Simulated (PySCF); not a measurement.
Gas-phase reaction: 2 GeH3 + 4 C3H6 (propylene) ⇌ 2 Ge(CH3)4 + C4H6 (butadiene). Level: M06-2X/def2-TZVP†; standard pressure 1 bar.

Method: PySCF energies plus ideal-gas RRHO corrections (1 bar). † marks an energy on the PBE0/def2-TZVP geometry and frequencies. Open shells (unrestricted): GeH3 (multiplicity 2); the rest are closed-shell singlets. Ge: all electrons, no relativistic terms. GeH3: computed as isolated molecules; such fragments, hydroxides, amides, oligomers or adducts are transient or little studied in the gas. The harmonic model lacks anharmonicity and excited electronic states, which grow with temperature; levels with a mode under 35 cm⁻¹ are left out. Internal rotation in C3H6 (propylene), Ge(CH3)4, C4H6 (butadiene) is treated as a harmonic vibration of one conformer, which makes the entropy rough.

```tsv
T (K)	1000/T (1/K)	log10 K
800	1.2500	17.25
1000	1.0000	9.25
1200	0.8333	?
1400	0.7143	0.28
1600	0.6250	-2.47
1800	0.5556	-4.57
```

Problem. Fit log10 K = a + b·(1000/T) to the five rows, get the mean ΔH° and ΔS°, and predict log10 K at 1200 K.

Solution. Means: 1000/T = 0.8290, log10 K = 3.948. Sums of products about the means: Sxy = 10.56560, Sxx = 0.336002, so b = Sxy/Sxx = 31.45 and a = 3.948 − (31.45)×0.8290 = -22.12.
ΔH° = −R ln 10 × 1000 K × b = −19.145 × (31.45) = -602 kJ; ΔS° = R ln 10 × a = -423 J/K. The run's own values go from -616 kJ and -440 J/K at 800 K to -576 kJ and -407 J/K at 1800 K.
Prediction at 1200 K: -22.12 + (31.45)×0.8333 = 4.09. The computed value is 3.99, 0.10 from the line.
For scale, ΔH°(298 K) is -639 kJ at this level, -631 kJ at ωB97M-V/def2-TZVP†, and runs from -704 to -387 kJ over the 18 levels computed.
